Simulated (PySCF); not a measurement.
How methods differ on the ionisation energy of Sn²⁺

Sn²⁺ [Kr] 4d10 5s2 (1S) → Sn³⁺ [Kr] 4d10 5s1 (2S), as a difference of total energies. Calculation: PySCF 2.14, in aug-cc-pVQZ-PP with one added diffuse shell each of s, p, d, f, g type with ECP28MDF (8s8p6d4f3g, 117 functions); a scalar-relativistic core potential. Correlated levels: valence: 4s2 4p6 4d10 frozen. The calculations carry no spin-orbit coupling.

```
           method  ionisation energy (eV)
              UHF                  28.535
    MP2 (valence)                  29.245
SCS-MP2 (valence)                  29.387
   CCSD (valence)                  29.484
```

Errors of the correlated levels include the incompleteness of this basis and the frozen core.

With two correlated electrons CCSD is exact in that space.

**Question.** Which method comes closest to the reference value, and which is furthest?

**Answer.** The reference is 30.506 eV (measured; NIST Atomic Spectra Database, ionization energies). Closest: CCSD (valence) (error -1.022 eV); furthest: UHF (error -1.971 eV).
